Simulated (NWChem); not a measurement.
System: CuH$_{2}$OBr; SMILES [OH2]->[Cu][Br]

Program: NWChem. The geometry was optimised at PBE0/def2-SVP. Ions are spin-unrestricted doublets at the neutral geometry; other ion states weren't tried.

**Question.** What does the run give for CAM-B3LYP/def2-SVP? Quantities: vertical ionisation energy, ΔSCF (eV); −ε(HOMO) (eV).

**Answer.** 
- vertical ionisation energy, ΔSCF (eV) = 8.63
- −ε(HOMO) (eV) = 7.33
